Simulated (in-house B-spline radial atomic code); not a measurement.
Values are calculated unless marked as measured or tabulated.
## Weak and strong correlation along the adiabatic connection

Two-electron singlets in several external potentials (atomic units), by full CI in B-splines with partial waves to l = 8 (correlation energies up to 0.6 % small). The repulsion is scaled by λ at fixed density; W(λ) is the mean repulsion less the Hartree energy, W(0) = E_x, and the area under W from 0 to 1 is E_xc.

Relative drop (W(λ) − E_x)/E_x:

```json
{"system": "−Z exp(−kr)/r, Z = 1.61, k = 0.0771", "λ = 0.12": "0.0148", "λ = 0.25": "0.0296", "λ = 0.4": "0.0455", "λ = 0.6": "0.0647", "λ = 0.8": "0.0820", "λ = 1": "0.0976"}
{"system": "−Z/r, Z = 0.717, wall at 5.68 bohr", "λ = 0.12": "0.0274", "λ = 0.25": "0.0531", "λ = 0.4": "0.0783", "λ = 0.6": "0.1064", "λ = 0.8": "0.1297", "λ = 1": "0.1492"}
{"system": "−V exp(−r²/w²), V = 27.8, w = 0.858", "λ = 0.12": "0.0056", "λ = 0.25": "0.0115", "λ = 0.4": "0.0181", "λ = 0.6": "0.0266", "λ = 0.8": "0.0347", "λ = 1": "0.0425"}
{"system": "ω²r²/2, ω = 0.399", "λ = 0.12": "0.0251", "λ = 0.25": "0.0491", "λ = 0.4": "0.0731", "λ = 0.6": "0.1004", "λ = 0.8": "0.1231", "λ = 1": "0.1424"}
{"system": "ω²r²/2 − Z/r, ω = 1.98, Z = 1", "λ = 0.12": "0.0088", "λ = 0.25": "0.0179", "λ = 0.4": "0.0279", "λ = 0.6": "0.0404", "λ = 0.8": "0.0521", "λ = 1": "0.0630"}
{"system": "−V exp(−r²/w²), V = 0.722, w = 4.55", "λ = 0.12": "0.0355", "λ = 0.25": "0.0675", "λ = 0.4": "0.0978", "λ = 0.6": "0.1301", "λ = 0.8": "0.1557", "λ = 1": "0.1764"}
{"system": "−Z exp(−kr)/r, Z = 7.99, k = 1.07", "λ = 0.12": "0.0024", "λ = 0.25": "0.0049", "λ = 0.4": "0.0078", "λ = 0.6": "0.0116", "λ = 0.8": "0.0154", "λ = 1": "0.0190"}
```

**Question.** Order the systems by how far second-order (GL2) theory, half the initial slope (estimated from the first points of each curve), overshoots the correlation energy, least first.
A. −Z exp(−kr)/r, Z = 1.61, k = 0.0771
B. ω²r²/2 − Z/r, ω = 1.98, Z = 1
C. ω²r²/2, ω = 0.399
D. −Z/r, Z = 0.717, wall at 5.68 bohr
E. −V exp(−r²/w²), V = 0.722, w = 4.55
F. −V exp(−r²/w²), V = 27.8, w = 0.858
G. −Z exp(−kr)/r, Z = 7.99, k = 1.07

**Answer.** G (GL2/E_c = 1.03), F (GL2/E_c = 1.08), B (GL2/E_c = 1.12), A (GL2/E_c = 1.20), C (GL2/E_c = 1.36), D (GL2/E_c = 1.41), E (GL2/E_c = 1.52).

**Question.** What else changes along this order?

**Answer.** The ratio follows the bend of the curve. With it the leading natural occupation goes from 1.999 to 1.895 and −T_c/E_c from 0.97 to 0.66 between the first and the last.
